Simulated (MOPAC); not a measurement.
MOPAC input (PM7):

```
PM7 PRECISE GNORM=0.05 LET XYZ CHARGE=-1 GEO-OK AUX(PRECISION=9) THREADS=1
C5H7

C     2.32003156 1   -0.21338363 1    0.15870825 1
C     0.97293156 1   -0.28716560 1    0.14835701 1
C     0.04644238 1    0.73158387 1   -0.30132222 1
C    -1.31808495 1    0.71461345 1   -0.33571114 1
C    -2.02881568 1   -0.52945280 1    0.15751773 1
H     2.93969569 1   -1.02943903 1    0.51520037 1
H     2.83639264 1    0.67598779 1   -0.19364562 1
H     0.53479063 1   -1.21220202 1    0.51784304 1
H     0.55952661 1    1.63510270 1   -0.65962978 1
H    -2.72121107 1   -0.25516495 1    0.96475008 1
H    -2.67244515 1   -0.92009068 1   -0.64211496 1
H    -1.43177855 1   -1.39136554 1    0.53229906 1
```

Output:

```
 *******************************************************************************
 **                                                                           **
 **                              MOPAC v23.2.5                                **
 **                                                                           **
 *******************************************************************************
 ** MOPAC's Digital Object Identifier: https://doi.org/10.5281/zenodo.6511958 **
 **                                                                           **
 ** Please cite the open-source release paper for use of this MOPAC version:  **
 ** J. E. Moussa and J. J. P. Stewart (2026)                                  **
 ** MOPAC: An open-source semiempirical molecular orbital program             **
 ** J. Open Source Softw., 11(119), 8025, https://doi.org/10.21105/joss.08025 **
 *******************************************************************************

                              PM7 CALCULATION RESULTS

 *******************************************************************************
 *  PM7        - The PM7 Hamiltonian to be used
 *  GEO-OK     - OVERRIDE INTERATOMIC DISTANCE AND OTHER SAFETY CHECKS
 *
 *
 *
 *                 CHARGE ON SYSTEM = -1
 *
 *
 *
 *  LET        - OVERRIDE SOME SAFETY CHECKS
 *  PRECISE    - TIGHTER CRITERIA TO BE USED
 *  XYZ        - CARTESIAN COORDINATE SYSTEM TO BE USED
 *  GNORM      - EXIT WHEN GRADIENT NORM DROPS BELOW 0.050
 *  AUX        - OUTPUT AUXILIARY INFORMATION
 *******************************************************************************
PM7 PRECISE GNORM=0.05 LET XYZ CHARGE=-1 GEO-OK AUX(PRECISION=9) THREADS=1
 C5H7

   ATOM   CHEMICAL          X               Y               Z
  NUMBER   SYMBOL      (ANGSTROMS)     (ANGSTROMS)     (ANGSTROMS)

     1       C          2.32003156  *  -0.21338363  *   0.15870825  *
     2       C          0.97293156  *  -0.28716560  *   0.14835701  *
     3       C          0.04644238  *   0.73158387  *  -0.30132222  *
     4       C         -1.31808495  *   0.71461345  *  -0.33571114  *
     5       C         -2.02881568  *  -0.52945280  *   0.15751773  *
     6       H          2.93969569  *  -1.02943903  *   0.51520037  *
     7       H          2.83639264  *   0.67598779  *  -0.19364562  *
     8       H          0.53479063  *  -1.21220202  *   0.51784304  *
     9       H          0.55952661  *   1.63510270  *  -0.65962978  *
    10       H         -2.72121107  *  -0.25516495  *   0.96475008  *
    11       H         -2.67244515  *  -0.92009068  *  -0.64211496  *
    12       H         -1.43177855  *  -1.39136554  *   0.53229906  *

          CARTESIAN COORDINATES

    NO.       ATOM           X           Y           Z

     1         C          2.3200     -0.2134      0.1587
     2         C          0.9729     -0.2872      0.1484
     3         C          0.0464      0.7316     -0.3013
     4         C         -1.3181      0.7146     -0.3357
     5         C         -2.0288     -0.5295      0.1575
     6         H          2.9397     -1.0294      0.5152
     7         H          2.8364      0.6760     -0.1936
     8         H          0.5348     -1.2122      0.5178
     9         H          0.5595      1.6351     -0.6596
    10         H         -2.7212     -0.2552      0.9648
    11         H         -2.6724     -0.9201     -0.6421
    12         H         -1.4318     -1.3914      0.5323

 General Reference for PM7:
 "Optimization of Parameters for Semiempirical Methods VI: More Modifications to the
 NDDO Approximations and Re-optimization of Parameters", J. J. P. Stewart, J. Mol. Mod., 1:32, 19 (2013)
 https://link.springer.com/article/10.1007/s00894-012-1667-x

           Empirical Formula: C5 H7  =    12 atoms

      MOLECULAR POINT GROUP   :   Cs

      RHF CALCULATION, NO. OF DOUBLY OCCUPIED LEVELS = 14

          Geometry optimization using EF

          DIAGONAL MATRIX USED AS START HESSIAN

 CYCLE:     1  GRAD.:    54.177 HEAT:  50.98748
 CYCLE:     2  GRAD.:   221.618 HEAT:  59.95343
 CYCLE:     3  GRAD.:   454.081 HEAT:  82.51665
 CYCLE:     4  GRAD.:   308.663 HEAT:  57.89816
 CYCLE:     5  GRAD.:   601.705 HEAT:  104.0803
 CYCLE:     6  GRAD.:   426.446 HEAT:  117.0692
 CYCLE:     7  GRAD.:   485.571 HEAT:  78.94749
 CYCLE:     8  GRAD.:   378.431 HEAT:  79.27552
 CYCLE:     9  GRAD.:   239.605 HEAT:  67.12791
 CYCLE:    10  GRAD.:   302.087 HEAT:  65.53343
 CYCLE:    11  GRAD.:   460.412 HEAT:  68.76793
 CYCLE:    12  GRAD.:   178.956 HEAT:  58.84697
 CYCLE:    13  GRAD.:   190.208 HEAT:  59.51347
 CYCLE:    14  GRAD.:   127.793 HEAT:  53.58674
 CYCLE:    15  GRAD.:   360.995 HEAT:  67.74286
 CYCLE:    16  GRAD.:   148.003 HEAT:  58.05163
 CYCLE:    17  GRAD.:   168.742 HEAT:  58.52835
 CYCLE:    18  GRAD.:    62.935 HEAT:  49.81140
 CYCLE:    19  GRAD.:   120.687 HEAT:  55.82300
 CYCLE:    20  GRAD.:    42.684 HEAT:  48.92921
 CYCLE:    21  GRAD.:    95.285 HEAT:  52.81653
 CYCLE:    22  GRAD.:    12.234 HEAT:  48.11859
 CYCLE:    23  GRAD.:    12.016 HEAT:  48.11963
 CYCLE:    24  GRAD.:     1.411 HEAT:  48.06219
 CYCLE:    25  GRAD.:     1.194 HEAT:  48.05784
 CYCLE:    26  GRAD.:     1.946 HEAT:  48.04342
 CYCLE:    27  GRAD.:     2.795 HEAT:  48.02568
 CYCLE:    28  GRAD.:     1.478 HEAT:  48.02215
 CYCLE:    29  GRAD.:     0.953 HEAT:  48.02160
 CYCLE:    30  GRAD.:     1.745 HEAT:  48.02254
 CYCLE:    31  GRAD.:     0.253 HEAT:  48.02122
 CYCLE:    32  GRAD.:     0.130 HEAT:  48.02121
 CYCLE:    33  GRAD.:     0.036 HEAT:  48.02120

     GRADIENT =  0.03590 IS LESS THAN CUTOFF =  0.05000

 -------------------------------------------------------------------------------
 PM7 PRECISE GNORM=0.05 LET XYZ CHARGE=-1 GEO-OK AUX(PRECISION=9) THREADS=1
 C5H7

     GEOMETRY OPTIMISED USING EIGENVECTOR FOLLOWING (EF).
     SCF FIELD WAS ACHIEVED

                              PM7 CALCULATION
                                                       MOPAC v23.2.5 Linux

          FINAL HEAT OF FORMATION =         48.02120 KCAL/MOL =     200.92069 KJ/MOL

          COSMO AREA              =        123.29 SQUARE ANGSTROMS
          COSMO VOLUME            =        108.60 CUBIC ANGSTROMS

          GRADIENT NORM           =          0.03590          =       0.01036 PER ATOM
          IONIZATION POTENTIAL    =          1.988155 EV
          HOMO LUMO ENERGIES (EV) =         -1.988  5.965
          NO. OF FILLED LEVELS    =         14
          MOLECULAR WEIGHT        =         67.1103         POINT GROUP:  Cs

          MOLECULAR DIMENSIONS (Angstroms)

            Atom       Atom       Distance
            H    11    H     6     5.82190
            H    12    H     9     3.43648
            H    11    H    10     1.74549

          SCF CALCULATIONS        =         34

   ATOM   CHEMICAL          X               Y               Z
  NUMBER   SYMBOL      (ANGSTROMS)     (ANGSTROMS)     (ANGSTROMS)

     1       C          2.33739289  *  -0.18472612  *   0.14736533  *
     2       C          0.99018463  *  -0.29009429  *   0.15011895  *
     3       C          0.07241407  *   0.71624688  *  -0.29420208  *
     4       C         -1.27164656  *   0.62791161  *  -0.29842189  *
     5       C         -2.08972943  *  -0.52105374  *   0.15219413  *
     6       H          2.99057687  *  -0.95588313  *   0.48630155  *
     7       H          2.84708948  *   0.68813132  *  -0.19833821  *
     8       H          0.53628547  *  -1.21625268  *   0.51954890  *
     9       H          0.51698405  *   1.63552395  *  -0.66108430  *
    10       H         -2.76028857  *  -0.17541828  *   0.94765979  *
    11       H         -2.71064902  *  -0.85241907  *  -0.68838114  *
    12       H         -1.53420537  *  -1.38641979  *   0.52714262  *

                             CARTESIAN COORDINATES

   1    C        2.337392889    -0.184726120     0.147365328
   2    C        0.990184626    -0.290094291     0.150118954
   3    C        0.072414067     0.716246877    -0.294202076
   4    C       -1.271646563     0.627911610    -0.298421893
   5    C       -2.089729427    -0.521053742     0.152194133
   6    H        2.990576871    -0.955883128     0.486301548
   7    H        2.847089479     0.688131320    -0.198338211
   8    H        0.536285466    -1.216252679     0.519548898
   9    H        0.516984047     1.635523955    -0.661084297
  10    H       -2.760288573    -0.175418280     0.947659792
  11    H       -2.710649023    -0.852419073    -0.688381143
  12    H       -1.534205372    -1.386419790     0.527142618

           Empirical Formula: C5 H7  =    12 atoms

      MOLECULAR POINT GROUP   :   Cs

                  EIGENVALUES
 -22.49728 -20.68314 -17.76746 -14.40871 -12.25728 -10.03084  -9.59890  -9.26195
  -8.62222  -7.27378  -6.31233  -6.27459  -3.05084  -1.98816   5.96487   8.34270
  10.22409  10.43009  10.56443  10.75549  10.79062  11.17044  11.43158  11.88604
  12.04316  12.60456  13.42244

              NET ATOMIC CHARGES AND DIPOLE CONTRIBUTIONS

  ATOM NO.   TYPE          CHARGE      No. of ELECS.   s-Pop       p-Pop
    1          C          -0.595272        4.5953     1.06516     3.53011
    2          C           0.038303        3.9617     1.09755     2.86414
    3          C          -0.480734        4.4807     1.05808     3.42265
    4          C          -0.256415        4.2564     1.35758     2.89883
    5          C          -0.475632        4.4756     1.05132     3.42431
    6          H           0.108715        0.8913     0.89128
    7          H           0.125720        0.8743     0.87428
    8          H           0.089744        0.9103     0.91026
    9          H           0.116825        0.8832     0.88318
   10          H           0.119611        0.8804     0.88039
   11          H           0.119612        0.8804     0.88039
   12          H           0.089523        0.9105     0.91048
 DIPOLE           X         Y         Z       TOTAL
 POINT-CHG.    -0.304    -1.503     0.613     1.651
 HYBRID         1.067    -1.753     0.758     2.187
 SUM            0.764    -3.255     1.370     3.613

          ATOMIC ORBITAL ELECTRON POPULATIONS

     Atom    s        px        py        pz
    1  C   1.06516   1.05531   1.16203   1.31277
    2  C   1.09755   0.98903   1.02461   0.85050
    3  C   1.05808   1.04018   1.08481   1.29766
    4  C   1.35758   1.09095   1.16309   0.64480
    5  C   1.05132   1.16063   1.13590   1.12778
    6  H   0.89128
    7  H   0.87428
    8  H   0.91026
    9  H   0.88318
   10  H   0.88039
   11  H   0.88039
   12  H   0.91048

 **********************
 *                    *
 * JOB ENDED NORMALLY *
 *                    *
 **********************

 == MOPAC DONE ==
```

The dipole moment of an ion depends on the origin.

The geometry given is a B3LYP-D3(BJ)/def2-TZVP minimum.
